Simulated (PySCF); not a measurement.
This PySCF input asks for the NMR shieldings of `InChI=1S/C6H11P/c1-3-5-7-6-4-2/h7H,3,5H2,1-2H3`; the geometry comes from GFN2-xTB.

```python
import basis_set_exchange as bse
import numpy as np
from pyscf import gto, dft
from pyscf.prop import nmr

atoms = """
C     3.587707   -0.430067   -0.064776
C     2.282289    0.024056    0.359309
C     1.194548    0.357438    0.756904
P    -0.401185    0.983611    1.169661
C    -1.360860   -0.606634    0.929697
C    -1.503683   -0.977608   -0.543344
C    -2.259461    0.084639   -1.329358
H     3.517061   -0.885786   -1.052737
H     4.276697    0.413287   -0.113857
H     3.978787   -1.166485    0.637827
H    -0.241021    0.800049    2.556076
H    -2.349350   -0.456915    1.375144
H    -0.856351   -1.410925    1.473033
H    -2.029023   -1.933893   -0.619179
H    -0.508063   -1.110113   -0.975576
H    -1.723640    1.032204   -1.284649
H    -2.358891   -0.206721   -2.372509
H    -3.254320    0.231421   -0.913323
"""
names = dict.fromkeys(["C", "P", "H"], "pcSseg-1")
basis = {el: gto.basis.parse(bse.get_basis(n, elements=[el], fmt="nwchem")) for el, n in names.items()}
mol = gto.M(atom=atoms, basis=basis, charge=0, verbose=0)
mf = dft.RKS(mol, xc="PBE0")
mf.grids.level = 2
mf.grids.alignment = dft.numint.BLKSIZE   # the property module wants whole blocks of grid points
mf.conv_tol = 1e-9
mf.kernel()

calc = nmr.RKS(mf)   # GIAO
C = mf.mo_coeff
Co = C[:, mf.mo_occ > 0]
resp = mf.gen_response(singlet=True, hermi=2)
def vind(x):   # induced exchange potential for any number of trial vectors
    d = np.einsum("pi,xij,qj->xpq", C, 2 * x.reshape(-1, C.shape[1], Co.shape[1]), Co, optimize=True)
    return np.einsum("xpq,pi,qj->xij", resp(d - d.transpose(0, 2, 1)), C, Co, optimize=True).ravel()
mo1, _ = nmr.rhf.solve_mo1(calc, with_cphf=vind)
sigma = calc.kernel(mo1)
for i, s in enumerate(sigma):   # ppm
    w = np.linalg.eigvalsh((s + s.T) / 2)
    print("%2d %-2s iso %8.1f  s11 %8.1f  s22 %8.1f  s33 %8.1f" % (i, mol.atom_pure_symbol(i), w.mean(), *w))
```

**Question.** Give the expected output.

**Answer.** 
```
 0 C  iso    180.7  s11    172.4  s22    172.8  s33    196.9
 1 C  iso     77.7  s11    -18.6  s22     -1.7  s33    253.4
 2 C  iso    106.6  s11     11.9  s22     31.6  s33    276.2
 3 P  iso    460.7  s11    390.9  s22    493.0  s33    498.1
 4 C  iso    156.3  s11    149.4  s22    157.2  s33    162.4
 5 C  iso    165.1  s11    157.6  s22    165.9  s33    172.0
 6 C  iso    171.8  s11    158.4  s22    172.2  s33    184.7
 7 H  iso     29.6  s11     24.4  s22     28.5  s33     36.0
 8 H  iso     29.6  s11     24.4  s22     27.7  s33     36.6
 9 H  iso     29.6  s11     24.4  s22     27.9  s33     36.5
10 H  iso     27.5  s11     22.2  s22     26.4  s33     33.9
11 H  iso     30.5  s11     25.9  s22     28.7  s33     36.9
12 H  iso     29.1  s11     23.7  s22     28.3  s33     35.2
13 H  iso     29.9  s11     24.5  s22     28.3  s33     37.1
14 H  iso     30.0  s11     25.2  s22     29.6  s33     35.1
15 H  iso     30.1  s11     24.6  s22     31.0  s33     34.7
16 H  iso     30.6  s11     26.2  s22     27.7  s33     38.0
17 H  iso     31.1  s11     27.0  s22     28.6  s33     37.8
```

These numbers come from an equivalent density-fitted implementation of the same equations, which agrees with the script to about 0.01 ppm for H and up to a few tenths of a ppm for heavy atoms, so last digits may differ.

Size and cost of the density-fitted run: 181 basis functions, 24 s wall time on 1 thread of an Arm Neoverse V1, shared host; peak memory 0.82 GiB.
